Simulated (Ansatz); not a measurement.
```yaml
crystal:
  periodic: [false, false, false]
  atoms:
    - {symbol: C, position_ang: [-0.615135, -0.234093, 1.272742]}
    - {symbol: Se, position_ang: [0.576783, -1.317875, 0.139014]}
    - {symbol: Al, position_ang: [0.815669, 0.177192, -1.559435]}
    - {symbol: F, position_ang: [1.734989, -0.164787, -2.871255]}
    - {symbol: F, position_ang: [0.060399, 1.634122, -1.485149]}
    - {symbol: H, position_ang: [-1.552232, -0.774521, 1.381212]}
    - {symbol: H, position_ang: [-0.796193, 0.740520, 0.827327]}
    - {symbol: H, position_ang: [-0.132182, -0.117559, 2.239843]}
basis:
  gaussian: {orbitals: cc-pVTZ-PP}
hamiltonian: {xc: {name: revPBE0}, dispersion: d3bj, pseudopotentials: {relativity: scalar}}
accuracy: high
scf: {lower_state_search: light}
```

```sh
$ ansatz run in.yaml --threads 4 --pin off --events-out ev --progress --plain --max-ram 10444MiB
```

Output, abridged:

```
Functional definition: revPBE0
Error: <dir> the basis set cc-pVTZ-PP has no functions for C
```

Something in this input is off. What?

The basis set is misnamed or doesn't suit the job. The input was rejected before any iteration.
